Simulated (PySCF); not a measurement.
# Substituent chemical shifts

Parent skeleton `[CH:1]#[C:2][B:3]([OH:4])[OH:5]`; one hydrogen on atom 1 is replaced by X. Hydrogens on one atom are averaged.

PySCF 2.14.0 with density-fitted response routines calculation with NMR shieldings at PBE0/pcSseg-1/GIAO and PBE0-D3(BJ)/def2-SVP geometry; single conformer, rapidly exchanging positions averaged, non-relativistic Hamiltonian, no solvent.

δ = σ(ref) − σ, references computed at the same level: TMS for $^{13}$C (184.41 ppm); BF3·OEt2 for $^{11}$B (100.73 ppm); $^{17}$O (334.56 ppm) against H2O.

Parent (X = H): C1 95.0, C2 85.9, B3 20.0, O4/O5 129.8 ppm. Effects are Δδ = δ(X) − δ(H), positive for deshielding.

Question: Order these by the shift of C2, most shielded first.
A. X = CH=NMe
B. X = CONMe2
C. X = CF=CF2
D. X = tBu

Answer: D (-2.2 ppm), B (+7.2 ppm), A (+18.2 ppm), C (+25.9 ppm).

Question: Order these by the shift of C1, most shielded first.
A. X = CF=CF2
B. X = tBu
C. X = CH=NMe
D. X = CONMe2

Answer: A (-7.1 ppm), C (-1.7 ppm), D (+0.2 ppm), B (+20.9 ppm).

Experimental scales use liquid or dissolved standards, which lie at an offset from isolated H2O (liquid H2O: subtract about 36 ppm).
